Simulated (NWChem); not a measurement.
# C2H4BFN2; SMILES NB(CC#N)F

```xyz
10

N      0.3210     2.6063     0.0000
C     -0.3100     1.6180     0.0000
C     -0.9955     0.3366     0.0000
B      0.0152    -0.9065     0.0000
N      1.4026    -0.7499     0.0000
F     -0.5305    -2.1420     0.0000
H     -1.6612     0.2594    -0.8873
H     -1.6612     0.2594     0.8873
H      1.8459     0.1699     0.0000
H      2.0486    -1.5393     0.0000
```
Atoms are numbered in this order, from 1.

Program: NWChem. Pople sets run with spherical d functions. Structure relaxed at the PBE-D3(BJ)/def2-SVP level. Vzz is the largest principal value of the second derivative of the potential at the nucleus (NWChem prints the opposite sign); η is the asymmetry. Non-relativistic.

Q: Predict the results for PBE0/6-31G*. Quantities: Vzz N1 (a.u.); η N1; Vzz B4 (a.u.); η B4; Vzz N5 (a.u.); η N5.

A: The vzz N1 (a.u.) comes out as -0.681. The η N1 is 0.06. The vzz B4 (a.u.) is 0.268 and the η B4 comes out as 0.65. The vzz N5 (a.u.) is -0.664 and the η N5 is 0.45.
